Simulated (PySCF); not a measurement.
**Basis-set dependence of population analyses: `NC(=O)C#C[SiH3]`**

C3H5NOSi.
Cartesian coordinates in Å at the PBE0-D3(BJ)/def2-SVP level; atoms count from 1:
```xyz
11
C3H5NOSi angstrom
N     -2.6018    0.3207    0.4293
C     -1.7535    0.1316   -0.6128
O     -2.1016    0.0739   -1.7718
C     -0.3487    0.0049   -0.2135
C      0.8297   -0.1070    0.0786
Si     2.6141   -0.2651    0.4803
H     -3.5912    0.3967    0.2302
H     -2.2781    0.3363    1.3854
H      3.1284   -1.5529   -0.0664
H      2.7911   -0.2435    1.9611
H      3.3521    0.8777   -0.1291
```

PBE0 throughout (PySCF), one geometry, spherical d and f functions. Geometry: PBE0-D3(BJ)/def2-SVP, one conformer, isolated molecule. The first 7 of 9 kinds of atom are listed.

Mulliken charges (e):

| basis | functions | N1 | C2 | O3 | C4 | C5 | Si6 | H7 |
| --- | --- | --- | --- | --- | --- | --- | --- | --- |
| STO-3G | 39 | -0.403 | +0.227 | -0.228 | -0.080 | -0.232 | +0.573 | +0.223 |
| 6-31G | 68 | -0.767 | +0.519 | -0.402 | -0.045 | -0.377 | +0.589 | +0.367 |
| pcSseg-0 | 68 | -0.750 | +0.678 | -0.495 | -0.249 | -0.384 | +0.619 | +0.343 |
| 6-31G* | 98 | -0.798 | +0.499 | -0.440 | +0.285 | -0.445 | +0.306 | +0.378 |
| cc-pVDZ | 113 | -0.111 | -0.010 | -0.235 | +0.297 | -0.320 | +0.249 | +0.118 |
| def2-SVP | 113 | -0.153 | +0.176 | -0.234 | +0.078 | -0.397 | +0.396 | +0.153 |
| aug-cc-pVDZ | 187 | -0.114 | +0.807 | -0.622 | +0.445 | -0.505 | -0.541 | +0.014 |
| 6-311+G(2d,p) | 200 | -0.468 | +0.120 | -0.468 | +0.697 | -0.563 | +0.295 | +0.284 |
| def2-TZVP | 222 | -0.421 | +0.198 | -0.314 | -0.158 | -0.031 | +0.226 | +0.257 |
| cc-pVTZ | 254 | -0.206 | +0.187 | -0.307 | +0.035 | -0.225 | +0.230 | +0.170 |
| IGLO-III | 269 | -0.369 | +0.466 | -0.450 | -0.204 | -0.200 | +0.751 | +0.228 |

IAO charges (e):

```
        basis  functions      N1      C2      O3      C4      C5     Si6      H7
       STO-3G         39  -0.400  +0.217  -0.240  -0.077  -0.292  +0.655  +0.237
        6-31G         68  -0.496  +0.392  -0.439  -0.059  -0.271  +0.472  +0.295
     pcSseg-0         68  -0.469  +0.384  -0.429  -0.058  -0.279  +0.462  +0.283
       6-31G*         98  -0.498  +0.435  -0.457  -0.057  -0.310  +0.607  +0.291
      cc-pVDZ        113  -0.494  +0.430  -0.451  -0.060  -0.312  +0.600  +0.289
     def2-SVP        113  -0.484  +0.424  -0.453  -0.055  -0.309  +0.613  +0.286
  aug-cc-pVDZ        187  -0.515  +0.443  -0.474  -0.061  -0.307  +0.602  +0.299
6-311+G(2d,p)        200  -0.516  +0.443  -0.474  -0.058  -0.318  +0.635  +0.300
    def2-TZVP        222  -0.514  +0.447  -0.474  -0.058  -0.321  +0.643  +0.299
      cc-pVTZ        254  -0.513  +0.445  -0.470  -0.058  -0.318  +0.627  +0.298
     IGLO-III        269  -0.517  +0.444  -0.474  -0.058  -0.319  +0.641  +0.300
```

Hirshfeld charges (e):

```csv
basis,functions,N1,C2,O3,C4,C5,Si6,H7
STO-3G,39,-0.170,+0.176,-0.199,-0.094,-0.159,+0.399,+0.127
6-31G,68,-0.161,+0.185,-0.284,-0.042,-0.143,+0.327,+0.145
pcSseg-0,68,-0.159,+0.183,-0.274,-0.051,-0.145,+0.342,+0.144
6-31G*,98,-0.156,+0.179,-0.282,-0.033,-0.141,+0.325,+0.148
cc-pVDZ,113,-0.158,+0.173,-0.269,-0.043,-0.142,+0.338,+0.147
def2-SVP,113,-0.160,+0.179,-0.277,-0.040,-0.140,+0.342,+0.148
aug-cc-pVDZ,187,-0.169,+0.173,-0.278,-0.040,-0.142,+0.344,+0.151
"6-311+G(2d,p)",200,-0.164,+0.169,-0.279,-0.041,-0.143,+0.348,+0.151
def2-TZVP,222,-0.166,+0.172,-0.280,-0.038,-0.140,+0.339,+0.151
cc-pVTZ,254,-0.167,+0.174,-0.278,-0.038,-0.140,+0.337,+0.151
IGLO-III,269,-0.169,+0.172,-0.279,-0.042,-0.138,+0.337,+0.152
```

Question: Which scheme is steadiest as the basis changes?

Answer: Largest range over the bases for any column: Hirshfeld 0.09 e, IAO 0.23 e, Mulliken 1.29 e. Hirshfeld charges move least and Mulliken charges most, counted in e. Without the minimal STO-3G basis the ranges are Hirshfeld 0.02, IAO 0.18, Mulliken 1.29 e.

Question: How much do the charges still move between the two largest bases, cc-pVTZ and IGLO-III?

Answer: At most, over all atoms: Mulliken 0.521 e, IAO 0.014 e, Hirshfeld 0.004 e.

Question: What do the same runs give for the total energy, the frontier levels and the dipole moment?

Answer: 
```csv
basis,energy (Eh),HOMO (eV),LUMO (eV),μ (D)
STO-3G,-529.7896,-4.15,2.73,2.85
6-31G,-536.2063,-7.61,-0.96,3.97
pcSseg-0,-535.4146,-7.80,-1.20,3.95
6-31G*,-536.3084,-7.54,-1.04,3.71
cc-pVDZ,-536.3488,-7.58,-1.11,3.64
def2-SVP,-536.0641,-7.69,-1.22,3.74
aug-cc-pVDZ,-536.3695,-7.89,-1.43,3.77
"6-311+G(2d,p)",-536.4219,-7.94,-1.48,3.82
def2-TZVP,-536.4440,-7.89,-1.41,3.78
cc-pVTZ,-536.4367,-7.82,-1.34,3.73
IGLO-III,-536.4479,-7.92,-1.47,3.80
```

The dipole is fixed by the density alone, so its range of 1.12 D shows that the density itself changes with the basis, not only its division among atoms.
